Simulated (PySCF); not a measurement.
How methods differ on the excitation energy of Xe⁺

Xe⁺ [Kr] 4d10 5s2 5p5 (2P) → Xe⁺ [Kr] 4d10 5s1 5p6 (2S), as a difference of total energies. Calculation: PySCF 2.14, in def2-TZVPPD with the def2 core potential (28 electrons) (7s6p4d2f, 59 functions); a scalar-relativistic core potential. Correlated levels: valence: 4s2 4p6 4d10 frozen. The calculations carry no spin-orbit coupling.

```json
{"method": "UHF", "excitation energy (cm⁻¹)": "120100"}
{"method": "MP2 (valence)", "excitation energy (cm⁻¹)": "104100"}
{"method": "SCS-MP2 (valence)", "excitation energy (cm⁻¹)": "102270"}
{"method": "CCSD (valence)", "excitation energy (cm⁻¹)": "92550"}
{"method": "CCSD(T) (valence)", "excitation energy (cm⁻¹)": "86148"}
```

Errors of the correlated levels include the incompleteness of this basis and the frozen core.

The coupled-cluster amplitudes are large for the upper state (T1 above 0.03 or a double amplitude above 0.15), so a single reference is strained.

For comparison: 87362 cm⁻¹ (measured; NIST levels, between the centres of gravity of the two terms).
